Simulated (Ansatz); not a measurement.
Reaction (formal exchange of groups at a C–C bond): `CC(C)(C)[O][AlH2]` + `C[SiH2]N(C)C` → `CN(C)[SiH](C)C` + `CC(C)[O][AlH2]`

Program: Ansatz. Geometries: PBE0-D4/def2-TZVP. ΔE: electronic, gas phase. CCSD(T)/CBS adds triple-zeta CCSD(T) − MP2 to the extrapolated MP2 energy (def2 sets, frozen cores). DFT in def2-TZVPP. HSE06 is defined as in plane-wave codes. One conformer a species, not always the lowest.

| level | ΔE (kJ/mol) |
| --- | --- |
| LDA (SPW92) | -27.4 |
| revPBE-D4 | -30.7 |
| ωB97X-V | -28.9 |
| BLYP | -36.5 |
| r2SCAN0 | -32.8 |
| HSE06 | -34.3 |
| CCSD/def2-SVP | -14.6 |
| SCS-MP2/def2-TZVPP | -26.1 |

**Question.** What does CCSD(T)/CBS give? (An estimate is asked.)

**Answer.** Computed: -28.1 kJ/mol. The listed levels differ from it by 0.7, -2.6, -0.8, -8.4, -4.7, -6.2, 13.5, 2.0 kJ/mol.

Largest T1 diagnostic among the species: 0.012.

At CCSD(T), def2-SVP lies +15.4 kJ/mol from the extrapolated value and def2-TZVPP +1.3 kJ/mol. From BLYP to BHLYP (50 % exact exchange), in def2-TZVPP and without D4, ΔE moves by +3.7 kJ/mol.
